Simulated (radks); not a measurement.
Nb4+, configuration [Kr] 4d1. Calculated with a radial shooting solver on a logarithmic mesh with Libxc functionals: Dirac Kohn-Sham, exchange-only PBE, spin-unpolarised, spherical densities, finite nucleus; open shells are shared between the two j in proportion to 2j + 1; Fermi nuclear charge, rms radius 4.324 fm.

Unscreened Slater integrals over Kohn-Sham orbitals (eV). Large and small components are both included.

integral          value
F0(4d5/2,4d5/2)  15.044
F2(4d5/2,4d5/2)  7.6887
F4(4d5/2,4d5/2)  5.0703
F0(4d5/2,4d3/2)  15.091
F2(4d5/2,4d3/2)  7.7112
G2(4d5/2,4d3/2)  7.7089
G4(4d5/2,4d3/2)  5.0834
F0(4d5/2,4p3/2)  16.790
F2(4d5/2,4p3/2)  8.3470
G1(4d5/2,4p3/2)  10.407
G3(4d5/2,4p3/2)  6.3855
F0(4d5/2,4p1/2)  16.914
G3(4d5/2,4p1/2)  6.3189
F0(4d3/2,4d3/2)  15.139
F2(4d3/2,4d3/2)  7.7345
F0(4d3/2,4p3/2)  16.858
F2(4d3/2,4p3/2)  8.4002
G1(4d3/2,4p3/2)  10.497
G3(4d3/2,4p3/2)  6.4410
F0(4d3/2,4p1/2)  16.985
G1(4d3/2,4p1/2)  10.405
F0(4p3/2,4p3/2)  19.395
F2(4p3/2,4p3/2)  10.248
F0(4p3/2,4p1/2)  19.598
G2(4p3/2,4p1/2)  10.337
F0(4p1/2,4p1/2)  19.811
